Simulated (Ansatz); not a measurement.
Job for Ansatz (a first-principles code): R-B2PLYP/def2-TZVPP on CH5InO (SMILES C[O][InH2]). Elements past Kr take the def2 small-core potentials; no spin–orbit coupling. The run froze 11 orbitals, filled d shells among them.

Ansatz 0.2 input:
```yaml
crystal:
  periodic: [false, false, false]
  atoms:
    - {symbol: C, position_ang: [-1.27555483, -0.23930918, 0.10079055]}
    - {symbol: O, position_ang: [-0.02231477, -0.77920312, -0.24722643]}
    - {symbol: In, position_ang: [1.70552692, 0.22796970, -0.16431169]}
    - {symbol: H, position_ang: [-1.72450651, -0.82114760, 0.91437933]}
    - {symbol: H, position_ang: [-1.22598041, 0.80822790, 0.43043626]}
    - {symbol: H, position_ang: [-1.95718796, -0.28429216, -0.75673973]}
    - {symbol: H, position_ang: [3.01081582, -0.75422234, -0.66142110]}
    - {symbol: H, position_ang: [1.48920175, 1.84197677, 0.38409280]}
basis:
  gaussian:
    orbitals: def2-TZVPP
hamiltonian:
  xc: {name: B2PLYP}
magnetization: {spin_polarized: false}
correlation: {electrons: outside_noble_gas}
scf: {lower_state_search: off}
```

The head of its log:

```
WARN ansatz: RAYON_NUM_THREADS=1 ignored (pool sized by the plan → 1); use --threads N
Functional definition: B2PLYP
these checks for a lower state are left out or cut short: stability, starts, cluster_reference, orbital_swaps, neighbouring_geometries, increment
integrals: 0.25 GiB planned
1257 factors; integrals over basis functions are off by at most 1.0e-3 eV
mean field: 0.77 GiB planned
mean field evaluation 1: about -8320.4036 eV, gradient 5.1e1 eV
mean field evaluation 2: about -8320.4598 eV, gradient 5.1e1 eV
mean field evaluation 4: about -8325.3339 eV, gradient 9.5e0 eV
mean field evaluation 8: about -8325.5118 eV, gradient 4.6e-1 eV
mean field evaluation 16: about -8325.5125 eV, gradient 2.3e-4 eV
mean field -8325.51252401 eV, -305.9569420221 hartree, gradient 2.6e-6 eV, S^2 0.000000; 0 other end points of the search recorded, 0 dependent functions left out
11 core orbitals not correlated, not the lowest: weight in the atoms' cores, before any rotation towards them, 0.936 or more for the frozen orbitals, at most 0.046 for the correlated occupied ones
reference -8325.51270906 eV, -305.9569488229 hartree; 9, 9 occupied and 162, 162 virtual orbitals, 1257 factors
```

### Question
Give the final energy of this run.

### Answer
-306.1215 hartree.
